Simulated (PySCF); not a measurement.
Give a PBE0-D3(BJ)/def2-TZVP geometry of `B1NBNBN1` (borazine).

```
atom  x, y, z in Å
B1     0.8394   -1.1415    0.3025
N2     1.3088    0.1918    0.4788
B3     0.5111    1.3366    0.1914
N4    -0.8091    1.1039   -0.2900
B5    -1.3395   -0.2029   -0.4911
N6    -0.4895   -1.3039   -0.1843
H7     1.5320   -2.0853    0.5530
H8     2.2449    0.3311    0.8195
H9     0.9326    2.4460    0.3477
H10   -1.3912    1.8967   -0.5006
H11   -2.4519   -0.3683   -0.9011
H12   -0.8424   -2.2363   -0.3179
```

Any rigid rotation of these coordinates is as good. Atoms count from 1 in this order. The 6-membered ring B1–N2–B3–N4–B5–N6 has internal angles of 117.1° to 122.9° (sum 720°, against 720° for a flat polygon); it is planar, 0.00 Å rms from its mean plane, widest ring torsion 0°. The 6 heavy atoms lie in one plane (0.001 Å rms). All 6 B–N bonds measure 1.424 to 1.425 Å. B1 (three-coordinate boron) is planar (angles 121.4°, 121.4° and 117.2°, sum 360.0°, 0.00 Å off the plane of its three neighbours).

Bonds between heavy atoms (Å): B1–N2 1.424, N2–B3 1.425, B3–N4 1.424, N4–B5 1.425, B5–N6 1.424, B1–N6 1.425.

Method: PBE0-D3(BJ)/def2-TZVP geometry optimisation, gas phase (PySCF).

Point group: D3h (every atom within 0.08 Å of its image). Not checked by PBE0-D3(BJ)/def2-TZVP frequencies.
